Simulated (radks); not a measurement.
Results of a calculation; reference values are marked as such.
How relativity changes the ionisation of neutral boron ([He] 2s2 2p1) to B+ ([He] 2s2). Spin-unpolarised spherical Kohn-Sham, PBE, point nucleus unless stated (finite: rms radius 2.406 fm), a radial shooting solver on a logarithmic mesh with Libxc functionals. A level marked "c x" has the speed of light scaled by that factor and shares open shells by 2j + 1; other Dirac levels either fill j = l - 1/2 first or share by 2j + 1.

\begin{tabular}{lrrrrr}
level & E(B) (hartree) & E(B+) (hartree) & IE (eV) & HOMO & <r> HOMO (bohr) \\ \hline
non-rel. & -24.59558 & -24.29343 & 8.222 & 2p & 2.301 \\
scalar-rel. & -24.60320 & -24.30114 & 8.219 & 2p & 2.301 \\
scalar-rel., finite nucleus & -24.60320 & -24.30114 & 8.219 & 2p & 2.301 \\
Dirac, 2j+1 shares & -24.60320 & -24.30114 & 8.219 & 2p3/2 & 2.302 \\
Dirac, low j first & -24.60328 & -24.30114 & 8.222 & 2p1/2 & 2.301 \\
Dirac, 2j+1 shares, finite nucleus & -24.60320 & -24.30114 & 8.219 & 2p3/2 & 2.302 \\
Dirac, c x 0.75 & -24.60913 & -24.30714 & 8.218 & 2p3/2 & 2.302 \\
Dirac, c x 1.25 & -24.60045 & -24.29836 & 8.220 & 2p3/2 & 2.302 \\
Dirac, c x 1.5 & -24.59896 & -24.29686 & 8.221 & 2p3/2 & 2.302 \\
\end{tabular}

NIST Atomic Spectra Database: 8.298 eV (measured). The relativistic part of the total energy of B is -0.007619 hartree (Dirac, 2j+1 shares, finite nucleus), 0.031 % of the non-relativistic value. Spin polarisation and multiplet splitting of open shells are left out at every level.

Beside tabulated values, note that spin-unpolarised runs miss the spin-polarisation part of the exchange energy of open shells.
